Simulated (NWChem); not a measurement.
System: C$_{5}$H$_{4}$; SMILES C#CC=C=C

All runs: NWChem. Structure relaxed at the B3LYP/6-31G* (spherical d) level.

For level B3LYP/def2-TZVP:

| Quantity | Value |
|---|---|
| highest occupied level (eV) | -6.82 |
| orbital gap (eV) | 5.80 |

Problem. Estimate the same quantities for level RPBE/def2-TZVP.

Solution. 
| Item | Value |
|---|---|
| highest occupied level (eV) | -5.92 |
| orbital gap (eV) | 4.25 |
